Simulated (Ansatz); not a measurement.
Sr₂O₂⁻. Total charge -1; doublet. Geometry PBE-D4/def2-TZVP, that of the neutral singlet; atoms count from 1.

| atom | x (Å) | y (Å) | z (Å) |
| --- | --- | --- | --- |
| Sr1 | -0.6413 | 1.0043 | 1.1054 |
| Sr2 | 0.6410 | -1.0042 | -1.1057 |
| O3 | 0.8560 | 1.0622 | -0.4684 |
| O4 | -0.8557 | -1.0623 | 0.4688 |

In the def2 sets Sr takes a core potential; there is no spin–orbit coupling. The highest occupied level of the charge -1 doublet lies above zero (up to 0.66 eV). By energy differences its removal costs 0.23 eV (vertical, to the charge 0 singlet, at PBE0-D4/def2-TZVPD); a positive level beside a positive removal energy at the same level points to self-interaction error. The structure comes from a short search, and lower isomers may exist.

Problem. Estimate the Mulliken populations from the PBE0/def2-TZVPD orbitals of Ansatz.

Solution. 
```json
{"atom": "Sr1", "charge (e)": "1.14", "spin (α − β)": "0.52"}
{"atom": "Sr2", "charge (e)": "1.14", "spin (α − β)": "0.52"}
{"atom": "O3", "charge (e)": "-1.64", "spin (α − β)": "-0.02"}
{"atom": "O4", "charge (e)": "-1.64", "spin (α − β)": "-0.02"}
```
Mulliken values and Mayer orders depend strongly on the basis. With diffuse functions, as here, like atoms can get unlike values, and bond orders can come out too low or too high.

Problem. Where does the spin sit?

Solution. Summed by element: Sr 1.05, O -0.05, of 1 unpaired in all. Largest on single atoms: Sr2 0.52, Sr1 0.52, O3 -0.02.

Problem. And the Mayer bond orders between bonded heavy atoms (over 0.3)?

Solution. Sr1–Sr2 0.54 (3.25 Å).
